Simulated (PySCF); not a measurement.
C2H5NO2Si. Atoms are numbered in the order given.

```xyz
11

C      1.5128    -0.1907    -0.2798
N      0.7132    -1.1608    -0.4403
Si    -0.9506    -0.9889     0.0377
O     -1.0359     0.6063     0.6134
C     -0.1659     1.4814    -0.0243
O      1.2122     1.0872     0.0565
H      2.6061    -0.2842    -0.3905
H     -1.2975    -1.8786     1.1690
H     -1.8646    -1.2104    -1.1147
H     -0.2119     2.4667     0.4590
H     -0.4084     1.5838    -1.1025
```

Geometry: B3LYP-D3(BJ)/def2-SVP. The structure was generated by enumeration, and PubChem lists no compound with its InChIKey, so it may never have been made. Other conformers were not sampled.

These are KT2/pcSseg-1 (PySCF) values and carry that method's errors.

GIAO shieldings, no solvent; atoms listed in one row are averaged. δ = σ(ref) − σ: ¹³C against TMS (σ = 185.1 ppm); ¹⁵N against NH3 (σ = 266.2 ppm); ²⁹Si against TMS (σ = 361.9 ppm); ¹⁷O against H2O (σ = 330.4 ppm); ¹H against TMS (σ = 31.47 ppm), references at their B3LYP-D3(BJ)/def2-TZVP geometries, non-relativistic.

Computed chemical shifts:
```csv
nucleus,atoms,count,δ (ppm)
¹³C,C1,1,157.6
¹³C,C5,1,94.5
¹⁵N,N2,1,248.8
²⁹Si,Si3,1,-31.4
¹⁷O,O6,1,237.8
¹⁷O,O4,1,82.1
¹H,H7,1,7.74
¹H,H11,1,6.24
¹H,H9,1,5.68
¹H,H10,1,5.65
¹H,H8,1,5.36
```
